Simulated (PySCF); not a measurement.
**Interval between two levels of Ir by level of theory**

Ir [Xe] 4f14 5d7 6s2 [4F9/2, M_J = 9/2] → Ir [Xe] 4f14 5d8 6s1 [4F9/2, M_J = 9/2], as a difference of total energies. All numbers are calculated (PySCF 2.14, the two-component X2C-1e Hamiltonian, in x2c-TZVPall-2c with one added diffuse shell each of s, p, d type (12s12p11d2f, 117 functions)). Correlated levels: [Kr] 4d10 4f14 frozen; the 34 highest virtual spinors dropped. "Screened" scales the spin-orbit matrix elements by Boettger's factors to mimic the two-electron term; Breit and QED terms are absent.

```csv
method,interval between two levels (cm⁻¹),error (cm⁻¹)
GHF (screened spin-orbit),2861.2,+26
GMP2 (screened spin-orbit),3781.3,+946
```

Reference: 2835.0 cm⁻¹ (measured; NIST Handbook of Basic Atomic Spectroscopic Data (Sansonetti and Martin, J. Phys. Chem. Ref. Data 34, 1559 (2005))).

Errors of the correlated levels include the incompleteness of this basis and the frozen core.

The labels give the starting determinants; with spin-orbit coupling the two ends relaxed to ⟨J²⟩ = 24.77, ⟨L²⟩ = 13.03, ⟨S²⟩ = 3.60 and ⟨J²⟩ = 24.76, ⟨L²⟩ = 12.35, ⟨S²⟩ = 3.84.
